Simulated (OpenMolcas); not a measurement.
Nb3+ (d2) in a complex was computed by SS-CASPT2, IPEA 0.25 Eh, imaginary shift 0.1 Eh with the d shell active (OpenMolcas, ANO-RCC-VDZP on the metal). Its lowest spin-free states, and all those of the highest spin:

```csv
2S+1,Degeneracy,E (cm-1)
3,1,0
3,2,1020
1,1,7260
1,1,7290
1,1,8430
1,2,8440
1,1,16010
1,2,22210
3,1,22760
1,1,23090
3,2,24190
3,2,29890
3,1,34120
3,1,49350
```

**Question.** Is the site octahedral, tetrahedral or cube-like, axial, or of lower symmetry?

**Answer.** The states with 2S+1 = 3 have orbital degeneracies 1, 2, 1, 2, 2, 1, 1. There are pairs but no triples, so the site is axial: not cubic, but with a proper or improper axis of order three or more. The run had Nb3+ with 6 ligands (fluoride) in tetragonal octahedral coordination (D4h) at 2.03 Å, the axial distance 2.111 Å. A charge of +0.5 e stands 2.4 Å behind each ligand. Ligand basis ANO-RCC-VDZP.

Over all roots computed the reference weight is 0.65 to 0.72; the roots of lowest weight are the least certain, and an intruder state may touch them. The least metal-like active orbital is 82 % on the metal (Löwdin) and no ligand orbital is active, so the numbers are rough. Ligand-to-metal charge-transfer states are missing. With no ligand orbital active B as a rule stays too high, so bands that hang on it stand too high and its fall with covalency is understated. With one d shell and no ligand orbital active, 10Dq can be off by a tenth or more. No measured value stands beside these numbers; the geometry was imposed, not optimised, and the real ion may take another.
